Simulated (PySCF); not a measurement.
Isomers of C7H15B. Method: PySCF, PBE0-D3(BJ)/def2-SVP geometry optimisation, gas phase. Energies are electronic, without zero-point or thermal terms, for one conformer each. No frequencies were run at this level. Point groups hold within 0.08 Å.

Question: Rank from lowest to highest electronic energy at this level (kcal/mol).
A. `[CH3:1][B:2]1[CH2:3][CH2:4][CH2:5][CH2:6][C@H:7]1[CH3:8]` with C1–B2–C3–C4 -155°, B2–C3–C4–C5 -42°, C3–C4–C5–C6 58°, C4–C5–C6–C7 -60°
B. `[CH3:1][CH2:2][C@H:3]1[BH:4][CH2:5][CH2:6][CH2:7][CH2:8]1` with C1–C2–C3–B4 165°, C2–C3–B4–C5 156°, C3–B4–C5–C6 -21°, B4–C5–C6–C7 39°, C5–C6–C7–C8 -60°
C. `[CH3:1][CH2:2][CH2:3][C@@H:4]1[BH:5][CH2:6][CH2:7][CH2:8]1` with C1–C2–C3–C4 179°, C2–C3–C4–B5 -171°, C3–C4–B5–C6 -146°, C4–B5–C6–C7 -11°, B5–C6–C7–C8 30°, C6–C7–C8–C4 -38°
D. `[CH3:1][C:2]([CH3:3])([CH3:4])[BH:5][CH:6]1[CH2:7][CH2:8]1` with C2–B5–C6–C7 141°

Answer: A (0.0), B (11.9), C (15.5), D (35.2).

As drawn, the highest has a three-membered ring, which the lowest lacks.

| SMILES | E (Eh) | E rel (kcal/mol) | dipole (D) | point group | A, B, C (MHz) |
| --- | --- | --- | --- | --- | --- |
| CB1CCCC[C@H]1C | -300.07869 | 0.0 | 0.18 | C1 | 2476, 1868, 1275 |
| CC[C@H]1BCCCC1 | -300.05973 | 11.9 | 0.48 | C1 | 3923, 1258, 1020 |
| CCC[C@@H]1BCCC1 | -300.05398 | 15.5 | 0.41 | C1 | 5409, 940.8, 844.9 |
| CC(C)(C)BC1CC1 | -300.02263 | 35.2 | 0.77 | near Cs | 3583, 1051, 1034 |

Q: How do the relative energies change in single points at PBE0/pcSseg-1 (no added dispersion term) on the same geometries?

A: 
```tsv
SMILES	PBE0-D3(BJ)/def2-SVP (kcal/mol)	PBE0/pcSseg-1 (kcal/mol)	shift
CB1CCCC[C@H]1C	0.0	0.0	0.0
CC[C@H]1BCCCC1	11.9	11.4	-0.5
CCC[C@@H]1BCCC1	15.5	14.5	-1.0
CC(C)(C)BC1CC1	35.2	32.6	-2.6
```

Each column counts from its own lowest isomer. The order is unchanged; the largest shift is 2.6 kcal/mol.
